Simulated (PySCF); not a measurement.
Isomers of C9H14O, from PBE0-D3(BJ)/def2-SVP geometry optimisation, gas phase (PySCF 2.14.0). One conformer each, no zero-point energy, no frequencies.

Question: Which isomer lies lowest at this level?
A. `[CH3:1][CH:2]([CH3:3])[O:4][C@@H:5]1[CH:6]=[CH:7][C@H:8]2[CH2:9][C@@H:10]12` with C1–C2–O4–C5 -154°, C2–O4–C5–C6 -160°: A = 2869, B = 772.8, C = 734.6 MHz, dipole 1.23 D
B. `[O:1]=[CH:2]/[C:3]1=[CH:4]\[CH2:5][CH2:6][CH2:7][CH2:8][CH2:9][CH2:10]1` with O1–C2–C3–C4 -168°, C3–C4–C5–C6 88°, C4–C5–C6–C7 -48°, C5–C6–C7–C8 81°, C6–C7–C8–C9 -113°: A = 1727, B = 1245, C = 968.0 MHz, dipole 3.38 D
C. `[CH3:1][CH2:2][O:3]/[CH:4]=[CH:5]\[C@@H:6]1[CH2:7][C:8]12[CH2:9][CH2:10]2` with C1–C2–O3–C4 169°, C2–O3–C4–C5 8°, C4–C5–C6–C7 -136°: A = 2875, B = 589.0, C = 553.2 MHz, dipole 1.15 D

Answer: B. That is `C1CC/C(C=O)=C/CCC1`, 12.8 kcal/mol below the next.

```csv
SMILES,mapped SMILES,E (Eh),relative (kcal/mol),relative (kJ/mol),dipole (D)
O=C/C1=C\CCCCCC1,[O:1]=[CH:2]/[C:3]1=[CH:4]\[CH2:5][CH2:6][CH2:7][CH2:8][CH2:9][CH2:10]1,-425.78544,0.0,0.0,3.38
CC(C)O[C@@H]1C=C[C@H]2C[C@H]21,[CH3:1][CH:2]([CH3:3])[O:4][C@@H:5]1[CH:6]=[CH:7][C@H:8]2[CH2:9][C@@H:10]12,-425.76502,12.8,53.6,1.23
CCO/C=C\[C@@H]1CC12CC2,[CH3:1][CH2:2][O:3]/[CH:4]=[CH:5]\[C@@H:6]1[CH2:7][C:8]12[CH2:9][CH2:10]2,-425.71878,41.8,175.0,1.15
```

As drawn, the lowest has a C=O bond, which the highest lacks; the highest has a three-membered ring and a quaternary carbon, which the lowest lacks.
